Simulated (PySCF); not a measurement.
**Spinor energies of Cu³⁺ (copper, charge +3)**

Start: [Ar] 3d8; 3d3/2 filled at m_j = -3/2, -1/2, +1/2, +3/2; 3d5/2 filled at m_j = -1/2, +1/2, +3/2, +5/2. Calculated with PySCF 2.14 in x2c-TZVPPall-2c: generalised Hartree-Fock with the X2C-1e Hamiltonian and a Gaussian nucleus; one run each with spin-orbit coupling (SO) switched off, then screened by Boettger's factors.

```tsv
spinor shell	electrons	ε, spin-free (eV)	ε, screened SO (eV)	weight of nominal j (screened SO)	rms radius, screened SO (bohr)
1s1/2	2	-9095.1	-9095.0	1.000	0.0601
2s1/2	2	-1182.2	-1182.1	1.000	0.254
2p1/2	2	-1022.7	-1037.2	0.999	0.226
2p3/2	4	-1022.7	-1015.5	0.999	0.229
3s1/2	2	-187.45	-187.43	1.000	0.757
3p1/2	2	-137.97	-142.31	0.826	0.793
3d3/2	4	-60.864	-60.822	0.683	0.949
3d5/2	4	-60.864	-60.919	0.727	0.948
```

Problem. Where does 3p3/2 lie, and what is the 3p spin-orbit splitting (screened SO)?

Solution. At -135.80 eV, 6.512 eV above 3p1/2.

```csv
quantity,spin-free,screened SO
E (hartree),-1650.98055,-1651.02800
M_J,4,4
⟨J²⟩,20.005,20.005
⟨L²⟩,12.003,12.013
⟨S²⟩,2.001,2.001
```

Each row is a mean over spinors that exchange with the open shell spreads, by up to 11.854 eV (3p3/2).

Rows whose weight is well below 1 are mixtures of j = l ± 1/2: exchange outweighs spin-orbit coupling there, and the label is only the starting occupation.

Without spin-orbit coupling the j labels of p, d and f shells carry no meaning; the spin-free column gives the mean over the occupied spinors of each nl shell.
